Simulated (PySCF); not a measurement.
A TDDFT job was run through a driver script with this input:

```
{"job": {"kind": "uv", "xc": "CAM-B3LYP", "basis": "def2-SVPD", "nstates": 8, "ntriplets": 3}, "charge": 0, "multiplicity": 1}
C      2.624279     0.081533     0.177440
C      1.249689    -0.584329     0.189054
B      0.032213     0.493264     0.062460
N     -1.338211    -0.425831     0.097853
C     -2.587262     0.320457    -0.000551
H      2.706794     0.782116     1.005406
H      3.429371    -0.649533     0.263178
H      2.762610     0.638415    -0.746633
H      1.167742    -1.167483     1.114908
H      1.221860    -1.312101    -0.631646
H      0.011019     1.061560    -0.985796
H     -0.049505     1.226109     0.999777
H     -1.250497    -1.084760    -0.670445
H     -1.297900    -0.948160     0.968330
H     -2.587760     0.884591    -0.930572
H     -3.462204    -0.332946     0.027445
H     -2.639236     1.029128     0.822999
```

Computed with TDDFT CAM-B3LYP/def2-SVPD, vertical, gas phase, core orbitals frozen in the response in PySCF 2.14.0, density-fitted response routines. Job line and output are in the format of a driver script around the code.

Question: What does the script print for it?

Answer: 
```
coarse grid: 12848 points
cycle   1  E = -200.8037644752  dE =  3.298e-01  |g| = 4.066e-01  |ddm| = 6.287e+00
cycle   2  E = -200.8264155840  dE = -2.265e-02  |g| = 3.357e-01  |ddm| = 1.175e+00
cycle   3  E = -200.8572263720  dE = -3.081e-02  |g| = 4.064e-02  |ddm| = 5.107e-01
cycle   4  E = -200.8575937529  dE = -3.674e-04  |g| = 1.683e-02  |ddm| = 9.453e-02
cycle   5  E = -200.8576657731  dE = -7.202e-05  |g| = 3.471e-03  |ddm| = 3.111e-02
cycle   6  E = -200.8576684036  dE = -2.630e-06  |g| = 1.346e-03  |ddm| = 6.603e-03
final grid: 120288 points
cycle   7  E = -200.8931093538  dE = -4.359e-05  |g| = 4.829e-03  |ddm| = 1.069e-01
cycle   8  E = -200.8931100769  dE = -7.231e-07  |g| = 4.668e-03  |ddm| = 1.644e-02
cycle   9  E = -200.8931150948  dE = -5.018e-06  |g| = 3.062e-04  |ddm| = 5.776e-03
cycle  10  E = -200.8931151096  dE = -1.474e-08  |g| = 1.917e-04  |ddm| = 7.777e-04
cycle  11  E = -200.8931151177  dE = -8.166e-09  |g| = 2.190e-05  |ddm| = 3.233e-04
cycle  12  E = -200.8931151179  dE = -1.389e-10  |g| = 6.661e-06  |ddm| = 5.850e-05
converged SCF energy = -200.8931151179

Static polarisability (au): isotropic 65.796, principal 58.839 61.590 76.958

Singlet excitations
state   eV       nm        f      main configurations
  1   6.5859    188.3   0.01076   H->L 0.89, H->L+1 0.09
  2   6.8292    181.6   0.00364   H-1->L 0.92
  3   7.6820    161.4   0.01469   H->L+2 0.39, H->L+1 0.34, H->L+4 0.19
  4   7.9125    156.7   0.02868   H->L+3 0.92
  5   7.9371    156.2   0.05367   H->L+2 0.55, H->L+1 0.33
  6   8.0667    153.7   0.02117   H-1->L+1 0.73, H-1->L+4 0.10
  7   8.1158    152.8   0.04130   H-1->L+2 0.92
  8   8.1377    152.4   0.00330   H-2->L 0.53, H-1->L+3 0.32

Triplet excitations (Tamm-Dancoff, eV): 6.4792 6.7067 7.4806
```

One conformer (not necessarily the lowest) at the GFN2-xTB geometry, without solvent, vibrations or thermal averaging.

The SCF starts on a coarse grid; the energy jumps when the final grid takes over, and dE counts afresh there. H and L stand for HOMO and LUMO.

Shape of the structure used: `[CH3:1][CH2:2][BH2-:3][NH2+:4][CH3:5]`: C1–C2–B3–N4 180°, C2–B3–N4–C5 180°.
